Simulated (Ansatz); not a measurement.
```xyz
12

C     1.3493    0.0200   -0.0564
C     0.7316    1.2122   -0.0044
C    -0.7507    1.1623   -0.0334
C    -1.3799   -0.0470    0.0069
C    -0.7037   -1.2129   -0.0288
C     0.7507   -1.1588    0.0028
H     2.5020    0.0201   -0.0633
H     1.2711    2.1612   -0.0151
H    -1.2694    2.1672    0.0467
H    -2.4184    0.0024    0.0239
H    -1.2456   -2.1746    0.0498
H     1.2313   -2.1944   -0.0071
```

Basis set: STO-3G (spherical functions). Left uncorrelated: 6 orbitals. Charge 0, multiplicity 1.

Computed with Ansatz (development build ahead of 0.2.0); each method stands on the lowest determinant of its kind that the runs found. Restricted open shells among the atoms or ions are ROHF, correlated in semicanonical orbitals with singles.

Problem. Give the atomization energy at this shape (free ground-state atoms in the same class of orbitals less the molecule, no zero-point energy) of singlet C₆H₆ by RHF-MP2, RHF.

Solution.

| method | atomization energy |
| --- | --- |
| RHF-MP2 | 58.57 eV |
| RHF | 50.61 eV |

Caution: no unrestricted run beside it, a lower state can exist; the shape is not the minimum.

This basis has no polarisation functions and is too small for such energies, which can lie far from measured ones in either direction.
